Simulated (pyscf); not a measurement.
•H₂C–C(=CH₂)–Br (SMILES [CH2]C(=C)Br), doublet

Gas-phase minimum from PySCF at ωB97X-D3(BJ)/def2-SVP, one conformer. Other isomers of •H₂C–C(=CH₂)–Br were not searched in full and may lie lower. 

```xyz
8

C     -0.4538     0.9849    -1.6051
C     -0.0855     0.5449    -0.3437
C      0.2452    -0.7599    -0.0142
Br    -0.0297     1.8389     1.0508
H     -0.7028     2.0295    -1.7983
H     -0.4967     0.2681    -2.4300
H      0.5273    -1.0413     1.0014
H      0.2234    -1.5294    -0.7912
```
Charge 0, spin multiplicity 2.

Bond lengths (Å): C1–C2 1.386, C1–H5 1.091, C1–H6 1.094, C2–C3 1.386, C2–Br4 1.903, C3–H7 1.091, C3–H8 1.094. Bond angles (°): C2–C1–H5 121.7, C2–C1–H6 119.3, H5–C1–H6 119.0, C1–C2–C3 125.4, C1–C2–Br4 117.3, C3–C2–Br4 117.3, C2–C3–H7 121.7, C2–C3–H8 119.3, H7–C3–H8 119.0.

Properties at ωB97X-D3(BJ)/def2-SVP:

```json
{
  "harmonic_wavenumbers_unscaled": "337, 362, 478, 523, 534, 584, 774, 796, 956, 1042, 1282, 1297, 1460, 1502, 3180, 3187, 3305, 3306 cm⁻¹",
  "zero_point_energy": "35.6 kcal/mol",
  "rotational_symmetry_number": "2",
  "Entropy of this conformer at 298 K and 1 atm, rigid rotor and harmonic oscillator, modes under 100 cm⁻¹ raised to 100": "299.1 J/(mol K)",
  "dipole_moment": "1.55 D",
  "Spin expectation value S2": "0.800"
}
```

Single-point totals, which compare only within one level:

```tsv
level	total energy (hartree)
ωB97X-D3(BJ)/def2-TZVP	-2690.82823
PBE/def2-TZVP	-2690.31076
r²SCAN/def2-TZVP	-2690.77304
B3LYP-D3(BJ)/def2-TZVP	-2690.90110
PBE0-D3(BJ)/def2-TZVP	-2690.41895
M06-2X/def2-TZVP	-2690.83192
ωB97M-D3(BJ)/def2-TZVP	-2690.89080
```

Elements up to Kr have no core potential and no relativistic terms here.
